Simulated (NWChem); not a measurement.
System: C$_{2}$H$_{8}$OSi; SMILES C[C@H]([SiH3])O

Here is an NWChem input.

```
start job
memory heap 200 mb stack 900 mb global 1100 mb
geometry units angstroms noautosym nocenter noautoz
  C     -1.148890     1.275738     0.148048
  C      0.032068     0.500364    -0.403801
  O      1.210769     1.079371     0.137545
  Si    -0.029590    -1.356634     0.042876
  H     -1.050416     2.342502    -0.108010
  H     -2.099515     0.905073    -0.264388
  H     -1.190553     1.198399     1.245630
  H      0.021067     0.596239    -1.510237
  H      1.973675     0.673021    -0.286552
  H     -0.134005    -1.521465     1.523989
  H      1.244427    -1.994956    -0.419869
  H     -1.178353    -2.055630    -0.615806
end
basis spherical
  * library def2-svp
end
dft
  xc pbe0
  iterations 150
end
cosmo
  do_cosmo_smd true
  solvent water
end
task dft energy
```

Output (shortened):

```
             Northwest Computational Chemistry Package (NWChem) 7.3.0
             --------------------------------------------------------

                             Geometry "geometry" -> ""
                             -------------------------

 Output coordinates in angstroms (scale by  1.889725989 to convert to a.u.)

  No.       Tag          Charge          X              Y              Z
 ---- ---------------- ---------- -------------- -------------- --------------
    1 C                    6.0000    -1.14889000     1.27573800     0.14804800
    2 C                    6.0000     0.03206800     0.50036400    -0.40380100
    3 O                    8.0000     1.21076900     1.07937100     0.13754500
    4 Si                  14.0000    -0.02959000    -1.35663400     0.04287600
    5 H                    1.0000    -1.05041600     2.34250200    -0.10801000
    6 H                    1.0000    -2.09951500     0.90507300    -0.26438800
    7 H                    1.0000    -1.19055300     1.19839900     1.24563000
    8 H                    1.0000     0.02106700     0.59623900    -1.51023700
    9 H                    1.0000     1.97367500     0.67302100    -0.28655200
   10 H                    1.0000    -0.13400500    -1.52146500     1.52398900
   11 H                    1.0000     1.24442700    -1.99495600    -0.41986900
   12 H                    1.0000    -1.17835300    -2.05563000    -0.61580600

 Effective nuclear repulsion energy (a.u.)     174.4886389533

                                 NWChem DFT Module
                                 -----------------

 Summary of "ao basis" -> "ao basis" (spherical)
 ------------------------------------------------------------------------------
       Tag                 Description            Shells   Functions and Types
 ---------------- ------------------------------  ------  ---------------------
 C                          def2-svp                 6       14   3s2p1d
 O                          def2-svp                 6       14   3s2p1d
 Si                         def2-svp                 8       18   4s3p1d
 H                          def2-svp                 3        5   2s1p

 in cosmo_initialize ...
 calling solv_data for solv:h2o

 solvent parameters
 solvname_short: h2o
 solvname_long:  water
 dielec:       78.4000
 dielecinf:     1.7769
 aqueous SMD model solvent descriptors
 dielec:       78.4000
 sola:          0.8200

          ---------------
          -cosmo- solvent
          ---------------
 Cosmo: York-Karplus, doi: 10.1021/jp992097l
 dielectric constant -eps-     =  78.40
 screen = (eps-1)/(eps    )    =   0.98724
 surface charge correction     = lagrangian

   van der Waals surface
 --------------------------

 ---------- ATOMIC COORDINATES (A.U.) ------------ VDWR(ANG.) --
     1   -2.17108729    2.41079525    0.27977015     1.850
     2    0.06059973    0.94555085   -0.76307324     1.850
     3    2.28802165    2.03971543    0.25992236     1.520
     4   -0.05591699   -2.56366653    0.08102389     2.470
     5   -1.98499841    4.42668691   -0.20410930     1.200
     6   -3.96750806    1.71033997   -0.49962087     1.200
     7   -2.24981894    2.26464573    2.35389938     1.200
     8    0.03981086    1.12672833   -2.85393411     1.200
     9    3.72970494    1.27182527   -0.54150476     1.200
    10   -0.25323273   -2.87515195    2.87992162     1.200
    11    2.35162604   -3.76992020   -0.79343736     1.200
    12   -2.22676429   -3.88457743   -1.16370460     1.200
 number of segments per atom =        128
 number of   points per atom =        128
 atom (   nspa,  nppa )
 ----------------------
    1 (     49,     0 )       0
    2 (     16,     0 )       0
    3 (     55,     0 )       0
    4 (     91,     0 )       0
    5 (     52,     0 )       0
    6 (     54,     0 )       0
    7 (     52,     0 )       0
    8 (     54,     0 )       0
    9 (     62,     0 )       0
   10 (     31,     0 )       0
   11 (     34,     0 )       0
   12 (     33,     0 )       0
 number of -cosmo- surface points =      583
 molecular surface =    116.190 angstrom**2
 molecular volume  =    102.158 angstrom**3
 -lineq- algorithm             =   0
 -bem- low  level              =   3
 -bem- from -octahedral-
 gaussian surface charge width =   4.50000
 degree of switching           =   1.00000
 switching function tolerance  =   0.00010
 atomic radii =
 --------------
    1  6.000  1.850
    2  6.000  1.850
    3  8.000  1.520
    4 14.000  2.470
    5  1.000  1.200
    6  1.000  1.200
    7  1.000  1.200
    8  1.000  1.200
    9  1.000  1.200
   10  1.000  1.200
   11  1.000  1.200
   12  1.000  1.200
 ...... end of -cosmo- initialization ......

 nat:                    12
 ixmem:                  7844
 calling mnsol_interface()
 G(SMD-CDS) energy (kcal/mol)  =     3.369
 SMD-CDS SASA (angstrom**2)    =   150.048

            General Information
            -------------------
          SCF calculation type: DFT
          Wavefunction type:  closed shell.
          No. of atoms     :    12
          No. of electrons :    42
           Alpha electrons :    21
            Beta electrons :    21
          Charge           :     0
          Spin multiplicity:     1
          Use of symmetry is: off; symmetry adaption is: off
          Maximum number of iterations: 150
          AO basis - number of functions:   100
                     number of shells:    50
          Convergence on energy requested:  1.00D-06
          Convergence on density requested:  1.00D-05
          Convergence on gradient requested:  5.00D-04

              XC Information
              --------------
                         PBE0 Method XC Functional
                     Hartree-Fock (Exact) Exchange  0.250
          PerdewBurkeErnzerhof Exchange Functional  0.750
            Perdew 1991 LDA Correlation Functional  1.000 local
           PerdewBurkeErnz. Correlation Functional  1.000 non-local

             Grid Information
             ----------------
          Grid used for XC integration:  medium
          Radial quadrature: Mura-Knowles
          Angular quadrature: Lebedev.
          Tag              B.-S. Rad. Rad. Pts. Rad. Cut. Ang. Pts.
          ---              ---------- --------- --------- ---------
          C                   0.70       49          11.0       434
          O                   0.60       49          11.0       434
          Si                  1.10       88          11.0       590
          H                   0.35       45          12.0       434
          Grid pruning is: on
          Number of quadrature shells:   595
          Spatial weights used:  Erf1

      Superposition of Atomic Density Guess
      -------------------------------------

 Sum of atomic energies:        -442.67355132

      Non-variational initial energy
      ------------------------------

 Total energy =    -444.748821
 1-e energy   =    -954.734069
 2-e energy   =     335.496609
 HOMO         =      -0.298101
 LUMO         =       0.070279

   convergence    iter        energy       DeltaE   RMS-Dens  Diis-err
 ---------------- ----- ----------------- --------- --------- ---------
     COSMO gas phase
 d= 0,ls=0.0,diis     1   -445.1565571678 -6.20D+02  1.06D-02  4.57D-01
 d= 0,ls=0.0,diis     2   -445.1622696901 -5.71D-03  5.93D-03  4.98D-01
 d= 0,ls=0.0,diis     3   -445.2082471231 -4.60D-02  1.06D-03  2.98D-02
 d= 0,ls=0.0,diis     4   -445.2109261035 -2.68D-03  2.70D-04  8.30D-04
 d= 0,ls=0.0,diis     5   -445.2110147179 -8.86D-05  6.74D-05  8.61D-05
  Resetting Diis
 d= 0,ls=0.0,diis     6   -445.2110254488 -1.07D-05  1.47D-05  2.40D-06
 d= 0,ls=0.0,diis     7   -445.2110257385 -2.90D-07  6.52D-06  1.56D-07

   convergence    iter        energy       DeltaE   RMS-Dens  Diis-err
 ---------------- ----- ----------------- --------- --------- ---------
     COSMO solvation phase
 d= 0,ls=0.0,diis     1   -445.2141455866 -3.12D-03  1.61D-03  5.39D-03
 d= 0,ls=0.0,diis     2   -445.2151924762 -1.05D-03  4.47D-04  2.57D-03
 d= 0,ls=0.0,diis     3   -445.2153881568 -1.96D-04  1.77D-04  5.58D-04
 d= 0,ls=0.0,diis     4   -445.2154415058 -5.33D-05  3.58D-05  2.42D-05
 d= 0,ls=0.0,diis     5   -445.2154436741 -2.17D-06  1.23D-05  2.09D-06
 d= 0,ls=0.0,diis     6   -445.2154439389 -2.65D-07  3.21D-06  1.13D-07

         Total DFT energy =     -445.215443938949
      One electron energy =     -959.019875007922
           Coulomb energy =      382.195201856758
    Exchange-Corr. energy =      -43.019313016741
 Nuclear repulsion energy =      174.488638953277

             COSMO energy =        0.139903275679

 Numeric. integr. density =       41.999999960956

                                COSMO-SMD solvation results
                                ---------------------------

             internal energy in gas <Psi(g)|H|Psi(g)> =      -445.211025738475
         internal energy in solvent <Psi(s)|H|Psi(s)> =      -445.209452975915
                               delta internal energy  =         0.001572762559 (    0.99 kcal/mol)
   total free energy in solvent <Psi(s)|H+V/2|Psi(s)> =      -445.220812486780
 polarization energy contribution <Psi(s)|V/2|Psi(s)> =        -0.011359510864 (   -7.13 kcal/mol)
    total free energy in solvent including G(SMD-CDS) =      -445.215443938949
                       G(SMD-CDS) energy contribution =         0.005368547830 (    3.37 kcal/mol)
     1 M fixed-concentration free energy of solvation =        -0.004418200475 (   -2.77 kcal/mol)

                       DFT Final Molecular Orbital Analysis
                       ------------------------------------

 Vector   19  Occ=2.000000D+00  E=-3.506532D-01
              MO Center= -1.6D-01, -1.3D+00, -2.0D-01, r^2= 3.7D+00
   Bfn.  Coefficient  Atom+Function         Bfn.  Coefficient  Atom+Function
  ----- ------------  ---------------      ----- ------------  ---------------
    96      0.321379  12 H  s                50     -0.244060   4 Si px
    91     -0.242839  11 H  s                97      0.192331  12 H  s
    33     -0.176737   3 O  py               53     -0.168811   4 Si px
    47      0.138421   4 Si px               92     -0.138685  11 H  s
    36     -0.130514   3 O  py               86     -0.124339  10 H  s

 Vector   20  Occ=2.000000D+00  E=-3.386880D-01
              MO Center=  3.1D-01,  9.4D-02, -5.9D-02, r^2= 3.7D+00
   Bfn.  Coefficient  Atom+Function         Bfn.  Coefficient  Atom+Function
  ----- ------------  ---------------      ----- ------------  ---------------
    34      0.301763   3 O  pz               37      0.215144   3 O  pz
    19     -0.207827   2 C  py               91     -0.206053  11 H  s
    20     -0.196279   2 C  pz               76      0.190679   8 H  s
     5      0.174463   1 C  py               92     -0.152265  11 H  s
     4     -0.147192   1 C  px               31      0.146458   3 O  s

 Vector   21  Occ=2.000000D+00  E=-2.676370D-01
              MO Center=  4.4D-01,  4.3D-01, -1.2D-01, r^2= 2.7D+00
   Bfn.  Coefficient  Atom+Function         Bfn.  Coefficient  Atom+Function
  ----- ------------  ---------------      ----- ------------  ---------------
    33      0.355495   3 O  py               36      0.298502   3 O  py
    34     -0.277987   3 O  pz               19     -0.267804   2 C  py
    51      0.229925   4 Si py               37     -0.224747   3 O  pz
    45      0.203244   4 Si s                76     -0.200080   8 H  s
    17      0.185299   2 C  s                20      0.155513   2 C  pz

 Vector   22  Occ=0.000000D+00  E= 3.809007D-02
              MO Center=  7.2D-02, -9.3D-01, -6.9D-02, r^2= 5.4D+00
   Bfn.  Coefficient  Atom+Function         Bfn.  Coefficient  Atom+Function
  ----- ------------  ---------------      ----- ------------  ---------------
    17      1.291381   2 C  s                54     -1.233688   4 Si py
     3      0.524390   1 C  s                97     -0.493658  12 H  s
    77     -0.459431   8 H  s                22     -0.420563   2 C  py
    92     -0.407210  11 H  s                67     -0.390661   6 H  s
    82     -0.373686   9 H  s                72     -0.277431   7 H  s

 Vector   23  Occ=0.000000D+00  E= 5.963466D-02
              MO Center=  4.4D-02, -8.4D-01,  5.8D-02, r^2= 4.7D+00
   Bfn.  Coefficient  Atom+Function         Bfn.  Coefficient  Atom+Function
  ----- ------------  ---------------      ----- ------------  ---------------
    53      1.199551   4 Si px               97      0.908529  12 H  s
    92     -0.873425  11 H  s                 3      0.465692   1 C  s
    62     -0.372105   5 H  s                31     -0.313890   3 O  s
    82      0.293039   9 H  s                55      0.287408   4 Si pz
    72     -0.247433   7 H  s                17      0.238664   2 C  s

 Vector   24  Occ=0.000000D+00  E= 6.569764D-02
              MO Center= -9.2D-02, -1.2D+00, -8.8D-02, r^2= 4.6D+00
   Bfn.  Coefficient  Atom+Function         Bfn.  Coefficient  Atom+Function
  ----- ------------  ---------------      ----- ------------  ---------------
    55      1.433933   4 Si pz               87     -1.266879  10 H  s
    92      0.614494  11 H  s                 3     -0.603031   1 C  s
    17      0.522724   2 C  s                62      0.436102   5 H  s
    53     -0.350700   4 Si px               97      0.289173  12 H  s
    52      0.203552   4 Si pz               86     -0.199448  10 H  s

     Multipole analysis of the density
     ---------------------------------

     L   x y z        total         alpha         beta         nuclear
     -   - - -        -----         -----         ----         -------
     0   0 0 0      0.000000    -21.000000    -21.000000     42.000000

     1   1 0 0      0.009965     -0.143632     -0.143632      0.297229
     1   0 1 0     -0.189733     -0.512389     -0.512389      0.835045
     1   0 0 1     -0.648019     -0.069712     -0.069712     -0.508595

     2   2 0 0    -23.295026    -71.365479    -71.365479    119.435932
     2   1 1 0     -1.193705      2.945633      2.945633     -7.084971
     2   1 0 1     -1.395078      1.439073      1.439073     -4.273223
     2   0 2 0    -28.332690   -130.985422   -130.985422    233.638153
     2   0 1 1     -0.913483     -0.432154     -0.432154     -0.049175
     2   0 0 2    -25.522380    -27.333035    -27.333035     29.143689
```

Level: PBE0/def2-SVP, SMD on the gas-phase geometry. All runs use the structure optimised with PBE0/def2-SVP. Solvent: water.
